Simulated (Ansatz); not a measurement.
System: HS$_{2}$, charge -1, singlet. HS2- (parent SMILES [S]S, singlet).
B3LYP-D3(BJ)/def2-TZVP minimum from Ansatz (an electronic-structure program):
```
S
H 1 1.3545
S 1 2.1097 2 102.24
```
Charge -1, spin multiplicity 1.

Total energies in aug-cc-pV(T+d)Z, 14 correlated electrons, 10 frozen orbitals. Open shells are spin-unrestricted; no spin-orbit coupling. Correlated methods leave the cores frozen. No relativity. The spin of HS2- (parent SMILES [S]S, singlet) was assumed, and the state is the lowest solution found for it.

```tsv
method	program	energy (Eh)	minus CCSDT(Q) (mEh)
HF	Ansatz	-795.70854	425.44
MP2	Ansatz	-796.07954	54.44
CCSD	Ansatz	-796.11021	23.77
CCSD(T)	Ansatz	-796.13161	2.37
CCSDT(Q)	Ansatz	-796.13399	0.00
```

Rough core times of Ansatz's runs on a shared machine: CCSD(T) under 20 s, CCSDT(Q) 20 min.
